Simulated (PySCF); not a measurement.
C2H7FSi, SMILES FCC[SiH3], GFN2-xTB optimised geometry. Atoms within 1.6 Å of the plane z = 1.5 Å (x, y, z in Å): F1 (1.50, -0.67, 0.00), C2 (0.12, -0.67, 0.00), C3 (-0.41, 0.75, 0.00), H5 (-0.18, -1.23, 0.89), H7 (-0.11, 1.23, 0.93), H8 (-1.50, 0.69, 0.00).

Level of theory: B3LYP/def2-TZVP run with PySCF.

Map of the Laplacian of the electron density (e/bohr⁵) on the plane z = 1.5 Å:

```
|                           |
|                           |
|                           |
|                           |
|                           |
|           ...             |
|          .:--:.           |
|         .:+##+:.          |
|        .:=#@@#-.          |
|        .:=%@@#-.          |
|        .:=*%%*-.          |
|        ..-=++-:.          |
|         .:---:..          |
|         ..::::..          |
|         ..:---:....       |
|         .:-++=::....      |
|         .-+%%*-:....      |
|         .-#@@#=:...       |
|         .-#@@*-...        |
|         .:=**=:.          |
|          .::::.           |
|            ..             |
|                           |
|                           |
|                           |
|                           |
|                           |
```
Scale: ten equal steps from 0.000 (start of ' ') to 0.076 (end of '@'), in the order ' .:-=+*#%@'; x runs from -3.50 to 3.50, y from -3.50 (bottom) to 3.50 (top).
